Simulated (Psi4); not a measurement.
Cl2Zn, triplet, at a GFN2-xTB geometry (such geometries of metal compounds can be far from the true shape) (a higher spin typed on purpose: for a closed-shell molecule this is an excited state); WB97X/6-31G* (Psi4).

The Psi4 input:
```
memory 2 GB

molecule {
0 3
Zn    0.26286815    0.91445661    0.50646119
Cl    0.72550465   -0.58604969   -1.34253574
Cl   -1.18938961   -1.02769727    0.44878070
}

set {
  basis 6-31g*
  reference uks
}

energy('wb97x')
print_variables()
```

The log (banner, timings and long lists left out):

```
   => Loading Basis Set <=

    Name: 6-31G*
    Role: ORBITAL
    Keyword: BASIS

         ---------------------------------------------------------
                                   SCF
               by Justin Turney, Rob Parrish, Andy Simmonett
                          and Daniel G. A. Smith
                              UKS Reference
         ---------------------------------------------------------

  ==> Geometry <==

    Molecular point group: c2v
    Full point group: C2v

    Geometry (in Angstrom), charge = 0, multiplicity = 3:

       Center              X                  Y                   Z               Mass
    ------------   -----------------  -----------------  -----------------  -----------------
         ZN           0.000000000000     0.000000000000     1.060013377517    63.929142010000
         CL          -0.000000000000     1.329538190512    -0.968944368293    34.968852682000
         CL           0.000000000000    -1.329538190512    -0.968944368293    34.968852682000

  Running in c2v symmetry.

  Rotational constants: A =      0.13636  B =      0.12261  C =      0.06456 [cm^-1]
  Rotational constants: A =   4087.93693  B =   3675.64851  C =   1935.42267 [MHz]
  Nuclear repulsion =  280.024739801091584

  Charge       = 0
  Multiplicity = 3
  Electrons    = 64
  Nalpha       = 33
  Nbeta        = 31

  ==> Algorithm <==

  SCF Algorithm Type is DF.
  DIIS enabled.
  MOM disabled.
  Fractional occupation disabled.
  Guess Type is SAD.
  Energy threshold   = 1.00e-06
  Density threshold  = 1.00e-06
  Integral threshold = 1.00e-12

  ==> Primary Basis <==

  Basis Set: 6-31G*
    Blend: 6-31G*
    Number of shells: 28
    Number of basis functions: 77
    Number of Cartesian functions: 77
    Spherical Harmonics?: false
    Max angular momentum: 3

  ==> DFT Potential <==

   => LibXC <=

    Version 7.1.2
    S. Lehtola, C. Steigemann, M. J. T. Oliveira, and M. A. L. Marques,  SoftwareX 7, 1–5 (2018) (10.1016/j.softx.2017.11.002)

   => Composite Functional: WB97X <=

    wB97X Hyb-GGA Exchange-Correlation Functional

    J.-D. Chai and M. Head-Gordon,  J. Chem. Phys. 128, 084106 (2008) (10.1063/1.2834918)

    Deriv               =              1
    GGA                 =           TRUE
    Meta                =          FALSE

    Exchange Hybrid     =           TRUE
    MP2 Hybrid          =          FALSE

   => Exchange-Correlation Functionals <=

    1.0000   wB97X range-separated functional

   => Exact (HF) Exchange <=

    0.8423            HF,LR [omega = 0.3000]
    0.1577               HF

   => LibXC Density Thresholds  <==

    XC_HYB_GGA_XC_WB97X:  1.00E-14

   => Molecular Quadrature <=

    Radial Scheme          =       TREUTLER
    Pruning Scheme         =           NONE
    Nuclear Scheme         =       TREUTLER

    Blocking Scheme        =         OCTREE
    BS radius alpha        =              1
    Pruning alpha          =              1
    Radial Points          =             75
    Spherical Points       =            302
    Total Points           =          64781
    Total Blocks           =            578
    Max Points             =            254
    Max Functions          =             75
    Weights Tolerance      =       1.00E-15

   => Loading Basis Set <=

    Name: (6-31G* AUX)
    Role: JKFIT
    Keyword: DF_BASIS_SCF

  ==> Integral Setup <==

  SCF_SUBTYPE=INCORE selected. In-core MEM_DF algorithm will be used.
  Using in-core AOs.

  ==> MemDFJK: Density-Fitted J/K Matrices <==

    J tasked:                   Yes
    K tasked:                   Yes
    wK tasked:                  Yes
    Omega:                3.000E-01
    Algorithm:                 Core
    Schwarz Cutoff:           1E-12
    Mask sparsity (%):       2.8335
    Fitting Condition:        1E-10

   => Auxiliary Basis Set <=

  Basis Set: (6-31G* AUX)
    Blend: CC-PVDZ-JKFIT + DEF2-UNIVERSAL-JKFIT
    Number of shells: 130
    Number of basis functions: 637
[...]
    NB   [    15,    2,    5,    9 ]

   @DF-UKS iter   3: -2696.49969893537855   -4.39600e+01   7.79238e-02 ADIIS/DIIS
    Occupation by irrep:
             A1    A2    B1    B2
    DOCC [    14,    3,    5,    9 ]
    SOCC [     1,    0,    0,    1 ]
    NA   [    15,    3,    5,   10 ]
    NB   [    14,    3,    5,    9 ]

   @DF-UKS iter   4: -2699.10022068590615   -2.60052e+00   1.64216e-02 ADIIS/DIIS
   @DF-UKS iter   5: -2699.36568975939463   -2.65469e-01   6.54346e-03 ADIIS/DIIS
   @DF-UKS iter   6: -2699.41329514222298   -4.76054e-02   2.32143e-03 ADIIS/DIIS
   @DF-UKS iter   7: -2699.42216324024139   -8.86810e-03   6.95101e-04 ADIIS/DIIS
   @DF-UKS iter   8: -2699.42328617159546   -1.12293e-03   1.36799e-04 ADIIS/DIIS
   @DF-UKS iter   9: -2699.42335545818332   -6.92866e-05   5.36766e-05 DIIS
   @DF-UKS iter  10: -2699.42336393287314   -8.47469e-06   1.81802e-05 DIIS
   @DF-UKS iter  11: -2699.42336568882502   -1.75595e-06   8.26678e-06 DIIS
   @DF-UKS iter  12: -2699.42336623129313   -5.42468e-07   3.90687e-06 DIIS
   @DF-UKS iter  13: -2699.42336645337946   -2.22086e-07   2.21181e-06 DIIS
   @DF-UKS iter  14: -2699.42336654992550   -9.65460e-08   7.73548e-07 DIIS
  Energy and wave function converged.

  ==> Post-Iterations <==

   Electrons on quadrature grid:
      Nalpha   =   33.0000032522 ; deviation = 3.252e-06
      Nbeta    =   31.0000054040 ; deviation = 5.404e-06
      Ntotal   =   64.0000086561 ; deviation = 8.656e-06

   @Spin Contamination Metric:   7.138083099E-03
   @S^2 Expected:                2.000000000E+00
   @S^2 Observed:                2.007138083E+00
   @S   Expected:                1.000000000E+00
   @S   Observed:                1.000000000E+00

    Orbital Energies [Eh]
    ---------------------

    Alpha Occupied:

[...]
    Alpha Virtual:

[...]
    Beta Occupied:

[...]
       3A2    -0.407861

    Beta Virtual:

[...]
      32A1    47.352136

    Final Occupation by Irrep:
             A1    A2    B1    B2
    DOCC [    14,    3,    5,    9 ]
    SOCC [     1,    0,    0,    1 ]
    NA   [    15,    3,    5,   10 ]
    NB   [    14,    3,    5,    9 ]

  @DF-UKS Final Energy: -2699.42336654992550

   => Energetics <=

    Nuclear Repulsion Energy =            280.0247398010915845
    One-Electron Energy =               -4312.1236212260664615
    Two-Electron Energy =                1431.9684902024182520
    DFT Exchange-Correlation Energy =     -99.2929753273688931
    Empirical Dispersion Energy =           0.0000000000000000
    VV10 Nonlocal Energy =                  0.0000000000000000
    Total Energy =                      -2699.4233665499255039

  UHF NO Occupations:
  HONO-2 :   14 A1 1.9980227
  HONO-1 :   10 B2 1.0000000
  HONO-0 :   15 A1 1.0000000
  LUNO+0 :   16 A1 0.0019773
  LUNO+1 :   17 A1 0.0005883
  LUNO+2 :   11 B2 0.0004741
  LUNO+3 :   12 B2 0.0002118

Computation Completed

Properties will be evaluated at   0.000000,   0.000000,   0.000000 [a0]

Properties computed using the SCF density matrix

 Multipole Moments:

 ------------------------------------------------------------------------------------
     Multipole            Electronic (a.u.)      Nuclear  (a.u.)        Total (a.u.)
 ------------------------------------------------------------------------------------

 L = 1.  Multiply by 2.5417464519 to convert [e a0] to [Debye]
 Dipole X            :          0.0000000            0.0000000            0.0000000
 Dipole Y            :          0.0000000            0.0000000            0.0000000
 Dipole Z            :          3.4492063           -2.1612934            1.2879129
 Magnitude           :                                                    1.2879129

 ------------------------------------------------------------------------------------

  Variable Map:
  ----------------------------------------------------------------------------
[...]
  Array Variable Map:
  ----------------------------------------------------------------------------
[...]
[...]
```
